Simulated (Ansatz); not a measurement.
`[CH3][GeH2][I]` + `O=CO` → `[CH3][GeH2][O]C=O` + HI at 600 K and 1 bar (ligand exchange at a Ge–I bond).

Isolated molecules relaxed with PBE0-D4/def2-TZVP in Ansatz; ΔE leaves out vibrations. CCSD(T)/CBS is the MP2 limit (def2-TZVPP, def2-QZVPP) plus CCSD(T) − MP2 in def2-TZVPP, frozen cores. This one scheme is used for every species. def2 core potentials past Kr. For Ge, I outer-core shells are correlated without core-valence functions, which leaves a few kJ/mol of doubt a bond. Scalar relativity is left out up to krypton. Each species was taken in one conformer, which may not be the lowest.

| species | CCSD(T)/CBS energy (Eh) | H − E (kJ/mol) | S (J/(mol·K)) |
| --- | --- | --- | --- |
| `[CH3][GeH2][I]` | -2414.65603 | 187.4 | 402.5 |
| `O=CO` | -189.60296 | 117.0 | 286.2 |
| `[CH3][GeH2][O]C=O` | -2306.20478 | 264.2 | 446.2 |
| HI | -298.03592 | 31.6 | 227.0 |

H − E and S are ideal-gas, rigid-rotor, harmonic terms from PBE0-D4/def2-TZVP, for one conformer and one mirror image of each species. 1 Eh = 2625.50 kJ/mol, R = 8.31446 J/(mol·K).

**Question.** By hand: ΔE, ΔH, ΔS and ΔG.

**Answer.** ΔE = (-2306.20478) + (-298.03592) − (-2414.65603) − (-189.60296) = 0.01829 Eh = 48.0 kJ/mol. Δ(H − E) = 264.2 + 31.6 − 187.4 − 117.0 = -8.6, so ΔH = 39.4 kJ/mol. ΔS = 446.2 + 227.0 − 402.5 − 286.2 = -15.5 J/(mol·K). ΔG = 39.4 − 600 × (-15.5)/1000 = 48.7 kJ/mol.

**Question.** By hand: the equilibrium constant, and the temperature at which ΔG would vanish if ΔH and ΔS stayed fixed.

**Answer.** log₁₀ K = −ΔG/(RT ln 10) = -4.2. ΔH and −TΔS have one sign here, so there is no such temperature.

ΔH outweighs TΔS. A doubt of 5 kJ/mol in ΔE shifts log₁₀ K by 0.4 here. Other conformers and mirror images would add mixing entropy, several J/(mol·K) or more a flexible species. These are equilibria of isolated gas molecules and say nothing of rates. Largest T1 diagnostic: 0.016 (customary marks: 0.02 for closed shells, 0.045 for open ones).
